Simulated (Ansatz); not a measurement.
Species: sum formula GeSiH3, charge 0, multiplicity 2. It need not be the lowest isomer of its formula. SMILES: [SiH2]=[GeH]
Geometry from a B3LYP-D3(BJ)/def2-TZVP (Ansatz, an electronic-structure program) optimisation:
```
Si
H 1 1.4881
H 1 1.4885 2 106.77
Ge 1 2.3705 2 123.33 3 -180.00
H 4 1.5995 1 87.09 2 180.00
```
Charge 0, spin multiplicity 2.

Parts of the frozen-core correlation energy in 6-31G* (Ansatz, hartree). Frozen orbitals: 19; correlated occupied orbitals by spin: 6 and 5; virtual: 35 and 36. UHF or UKS for open shells. Spin-orbit coupling is left out. Non-relativistic.

| term | value |
|---|---|
| reference (HF) | -2365.66991 |
| MP2 opposite-spin | … |
| MP2 same-spin | … |
| CCSD correlation | … |
| (T) | -0.00585 |
| T1 diagnostic | 0.021 |
| largest doubles amplitude | 0.056 |
| <S^2> of the reference | 0.765 |

Task: Some entries are withheld; supply them.

Result: 
- MP2 opposite-spin, value: -0.11471
- MP2 same-spin, value: -0.02489
- CCSD correlation, value: -0.17713
